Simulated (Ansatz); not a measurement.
Reaction (hydrogenolysis of the Si–F bond): `CO[SiH2][SiH](O)F` + H₂ → `CO[SiH2][SiH2]O` + H–F

Isolated molecules relaxed with PBE0-D4/def2-TZVP in Ansatz; ΔE leaves out vibrations. CCSD(T)/CBS is the MP2 limit (def2-TZVPP, def2-QZVPP) plus CCSD(T) − MP2 in def2-TZVPP, frozen cores. This one scheme is used for every species. DFT in def2-TZVPP. B3LYP here is the variant with VWN-RPA as its local correlation; programs differ in this. One conformer a species, not always the lowest.

| level | ΔE (kJ/mol) | difference from CCSD(T)/CBS |
| --- | --- | --- |
| PBE-D4 | 126.0 | -5.4 |
| r2SCAN-D4 | 138.5 | 7.1 |
| PBE0-D4 | 124.7 | -6.7 |
| B3LYP-D4 | 135.7 | 4.3 |
| ωB97X-V | 134.0 | 2.6 |
| ωB97M-V | 135.4 | 4.0 |
| B2PLYP | 135.3 | 3.9 |
| PBE | 124.5 | -6.9 |
| r2SCAN | 138.1 | 6.7 |
| PBE0 | 123.3 | -8.1 |
| B3LYP | 133.2 | 1.8 |
| HF/def2-TZVPP | 133.3 | 1.9 |
| MP2/def2-TZVPP | 134.4 | 3.0 |
| SCS-MP2/def2-TZVPP | 134.1 | 2.7 |
| CCSD/def2-TZVPP | 128.9 | -2.5 |
| CCSD(T)/def2-TZVPP | 129.9 | -1.5 |
| HF/def2-QZVPP | 135.1 | 3.7 |
| MP2/def2-QZVPP | 135.9 | 4.5 |
| SCS-MP2/def2-QZVPP | 135.5 | 4.1 |
| HF/CBS(def2) | 135.3 | 3.9 |
| MP2/CBS(def2) | 135.9 | 4.5 |
| CCSD/CBS(def2) | 130.4 | -1.0 |
| CCSD(T)/CBS | 131.4 | 0 |

Largest T1 diagnostic among the species: 0.012.
